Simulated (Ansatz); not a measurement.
Two isomers of CH5FN2SSi: A = `N=C(F)S[SiH2]N`, B = `N[C@H]1N[Si@H](F)S1`.

Gas-phase electronic energies from Ansatz, PBE0-D4/def2-TZVP geometries. CCSD(T)/CBS adds triple-zeta CCSD(T) − MP2 to the extrapolated MP2 energy (def2 sets, frozen cores). DFT in def2-TZVPP. B3LYP here is the variant with VWN-RPA as its local correlation; programs differ in this. Each species was taken in one conformer, which may not be the lowest.

(1) Which isomer does CCSD(T)/CBS put lower? Give the gap. (Estimate.)

(2) Give E(B) − E(A) in kJ/mol with PBE-D4, B3LYP, CCSD(T)/def2-TZVPP, CCSD/def2-TZVPP, PBE0-D4, B3LYP-D4, B2PLYP. (An estimate is asked.)

Largest T1 diagnostic: 0.013.

Results:

(1) Ansatz gave: B, by 200.3 kJ/mol.

(2) Computed: PBE-D4 -178.5, B3LYP -173.0, CCSD(T)/def2-TZVPP -192.0, CCSD/def2-TZVPP -194.2, PBE0-D4 -195.3, B3LYP-D4 -177.7, B2PLYP -184.4. None reverses the order clearly.

From PBE to PBE0 (25 % exact exchange), in def2-TZVPP and without D4, E(B) − E(A) moves by −17.4 kJ/mol. The D4 term adds −4.6 kJ/mol with B3LYP and −2.2 kJ/mol with PBE0; it sums over pairs of atoms, weighted by their polarisabilities, and B3LYP, whose exchange is more repulsive, gets the larger term.
